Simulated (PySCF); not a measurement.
AgF, charge -1, doublet, at a GFN2-xTB geometry (such geometries of metal compounds can be far from the true shape) (the multiplicity is a formal guess) (core potentials on Ag); MN15/def2-SV(P) run with PySCF.

Here is a job for PySCF.
```python
from pyscf import gto, scf, dft

mol = gto.M(
    atom='''
Ag   -0.000000   -0.000000   -0.381617
F     0.000000    0.000000    1.992890
''',
    basis='def2-sv(p)',
    ecp={'Ag': 'def2-sv(p)'},
    charge=-1,
    spin=1,
    verbose=4,
)

mf = dft.UKS(mol)
mf.xc = 'mn15'
mf.grids.prune = None
mf.kernel()
```

What the program printed (banner, timings and long lists left out):

```
PySCF version 2.14.0

[INPUT] verbose = 4
[INPUT] num. atoms = 2
[INPUT] num. electrons = 29
[INPUT] charge = -1
[INPUT] spin (= nelec alpha-beta = 2S) = 1
[INPUT] symmetry False subgroup None
[INPUT] Mole.unit = angstrom
[INPUT] Symbol           X                Y                Z      unit          X                Y                Z       unit  Magmom
[INPUT]  1 Ag     0.000000000000   0.000000000000  -0.381617000000 AA    0.000000000000   0.000000000000  -0.721151614478 Bohr   0.0
[INPUT]  2 F      0.000000000000   0.000000000000   1.992890000000 AA    0.000000000000   0.000000000000   3.766016296384 Bohr   0.0

nuclear repulsion = 38.108669743791
number of shells = 16
number of NR pGTOs = 74
number of NR cGTOs = 38
basis = def2-sv(p)
ecp = {'Ag': 'def2-sv(p)'}

******** <class 'pyscf.dft.uks.UKS'> ********
method = UKS
initial guess = minao
damping factor = 0
level_shift factor = 0
DIIS = <class 'pyscf.scf.diis.CDIIS'>
diis_start_cycle = 1
diis_space = 8
diis_damp = 0
SCF conv_tol = 1e-09
SCF conv_tol_grad = None
SCF max_cycles = 50
direct_scf = True
direct_scf_tol = 1e-13
number electrons alpha = 15  beta = 14
XC library pyscf.dft.libxc version 7.1.2
    S. Lehtola, C. Steigemann, M. J. T. Oliveira, and M. A. L. Marques,  SoftwareX 7, 1–5 (2018)
XC functionals = mn15
    H. S. Yu, X. He, S. L. Li, and D. G. Truhlar,  Chem. Sci. 7, 5032–5051 (2016)
    H. S. Yu, X. He, S. L. Li, and D. G. Truhlar,  Chem. Sci. 7, 5032–5051 (2016)
radial grids:
    Treutler-Ahlrichs [JCP 102, 346 (1995); DOI:10.1063/1.469408] (M4) radial grids

becke partition: Becke, JCP 88, 2547 (1988); DOI:10.1063/1.454033
pruning grids: None
grids dens level: 3
symmetrized grids: False
atomic radii adjust function: <function treutler_atomic_radii_adjust>
small_rho_cutoff = 0
Set gradient conv threshold to 3.16228e-05
tot grids = 63880
init E= -233.768161523629

cycle= 1 E= -245.643971868401  delta_E= -11.9  |g|= 1.12  |ddm|= 2.64

cycle= 2 E= -236.979800938147  delta_E= 8.66  |g|=    4  |ddm|= 4.78
cycle= 3 E= -246.208769774933  delta_E= -9.23  |g|= 0.559  |ddm|= 3.99
cycle= 4 E= -246.293306218905  delta_E= -0.0845  |g|= 0.372  |ddm|= 0.87
cycle= 5 E= -246.342929773143  delta_E= -0.0496  |g|= 0.035  |ddm|= 0.388
cycle= 6 E= -246.343783718224  delta_E= -0.000854  |g|= 0.00746  |ddm|= 0.0717
cycle= 7 E= -246.343858356382  delta_E= -7.46e-05  |g|= 0.00152  |ddm|= 0.0322
cycle= 8 E= -246.343863775967  delta_E= -5.42e-06  |g|= 0.00046  |ddm|= 0.00627
cycle= 9 E= -246.343864765112  delta_E= -9.89e-07  |g|= 0.0002  |ddm|= 0.00323
cycle= 10 E= -246.343864875668  delta_E= -1.11e-07  |g|= 3.87e-05  |ddm|= 0.00119
cycle= 11 E= -246.343864882372  delta_E= -6.7e-09  |g|= 2.99e-05  |ddm|= 0.000241
cycle= 12 E= -246.343864884413  delta_E= -2.04e-09  |g|= 4.28e-06  |ddm|= 0.00016
cycle= 13 E= -246.343864884475  delta_E= -6.18e-11  |g|= 9.56e-07  |ddm|= 2.62e-05
Extra cycle  E= -246.343864884476  delta_E= -1.02e-12  |g|= 1.35e-06  |ddm|= 2.88e-06
converged SCF energy = -246.343864884476  <S^2> = 0.75490083  2S+1 = 2.0048948
```
